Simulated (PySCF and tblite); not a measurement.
Values are calculated unless marked as measured or tabulated.
5 regioisomers of C6H6BrNO:

```csv
isomer,SMILES
A,[CH3:1][C:2](=[O:3])[c:4]1[cH:5][c:6]([Br:7])[cH:8][nH:9]1
B,[CH3:1][C:2](=[O:3])[c:4]1[cH:5][cH:6][nH:7][c:8]1[Br:9]
C,[CH3:1][C:2](=[O:3])[c:4]1[nH:5][cH:6][cH:7][c:8]1[Br:9]
D,[CH3:1][C:2](=[O:3])[c:4]1[cH:5][cH:6][c:7]([Br:8])[nH:9]1
E,[CH3:1][C:2](=[O:3])[c:4]1[cH:5][nH:6][cH:7][c:8]1[Br:9]
```

Each isomer is a Boltzmann average at 298.15 K over at most 2 conformers: GFN2-xTB geometries, energies B3LYP/def2-SVP (IEF-PCM, chloroform) (D3(BJ) added where defined), GFN2-xTB thermal terms. Programs: PySCF with density fitting and tblite.

Q: Rank the isomers by free energy at 298.15 K.

A: 
| isomer | ΔG (kcal/mol) | ΔE, lowest conformer | conformers | largest weight % | rms dipole (D) |
| --- | --- | --- | --- | --- | --- |
| A | 0.0 | 0.0 | 1 | 100 | 0.39 |
| C | 0.9 | 0.3 | 1 | 100 | 2.34 |
| D | 0.9 | 0.9 | 1 | 100 | 2.25 |
| E | 4.0 | 3.7 | 2 | 75 | 5.86 |
| B | 4.7 | 4.7 | 2 | 54 | 5.60 |

The search found a single conformer for at least one isomer; other rotamers may be missing.
